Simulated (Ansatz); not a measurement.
Reaction R1 → P1 + P2, each structure at its B3LYP-D3(BJ)/def2-TZVP stationary point, reached from a drawn start (curvature not checked).
R1: O3S (SMILES O=S(=O)=O), charge 0, multiplicity 1.
P1: O atom, charge 0, multiplicity 3.
P2: SO2 (SMILES O=S=O), charge 0, multiplicity 1.

P less R. No zero-point or thermal terms; singlets are restricted closed shells; open shells are unrestricted; no spin–orbit coupling.

Correlated levels freeze the cores. CBS(a, b) extrapolates the correlation energy as X⁻³ and adds the Hartree–Fock energy of set b.

The values were computed with Ansatz (a quantum-chemistry and plane-wave program). No computed number here is a measurement.

The comparison value is 85.87 kcal/mol (CCSD(T)/CBS(cc-pV(T+d)Z, cc-pV(Q+d)Z)). It is a level with limits of its own, not the exact answer.

Q: Order these levels by how close they come to the comparison value for the reaction energy, closest first: PBE0/def2-TZVPP, revPBE/def2-TZVPP, HF/cc-pV(Q+d)Z, BHLYP/def2-TZVPP, B97M-V/def2-TZVPP. Give each level's value less the comparison value.

A: PBE0/def2-TZVPP (1.49 kcal/mol), revPBE/def2-TZVPP (1.90 kcal/mol), B97M-V/def2-TZVPP (3.75 kcal/mol), BHLYP/def2-TZVPP (-13.59 kcal/mol), HF/cc-pV(Q+d)Z (-52.85 kcal/mol)
